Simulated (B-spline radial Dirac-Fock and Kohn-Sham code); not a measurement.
These are calculated numbers from a radial B-spline solver; the model is ΔSCF Dirac-Fock with Breit, self-energy and vacuum polarisation, finite nucleus, configuration average. Two-hole levels are in intermediate coupling, intensities from independent-particle Coulomb rates.

**Question.** These computed lines form the K-LL Auger spectrum of a free neutral atom. Which element, and how are the lines assigned?

```
kinetic energy (eV)  relative intensity
            14824.4                  16
            15077.1                  34
            15108.4                   2
            15191.8                  19
            15226.9                   6
            15313.2                   7
            15435.9                 100
            15539.3                   6
            15563.6                  31
```

**Answer.** Tc ([Kr] 4d5 5s2). From low to high energy: K-L1L1 ¹S0, K-L1L2 ¹P1, K-L1L2 ³P0, K-L1L3 ³P1, K-L1L3 ³P2, K-L2L2 ³P0, K-L2L3 ¹D2, K-L3L3 ¹S0, K-L3L3 ³P2. The labels give the leading jj configuration and the leading LS term by weight; in heavy atoms the literature often keeps the label of the LS limit instead.
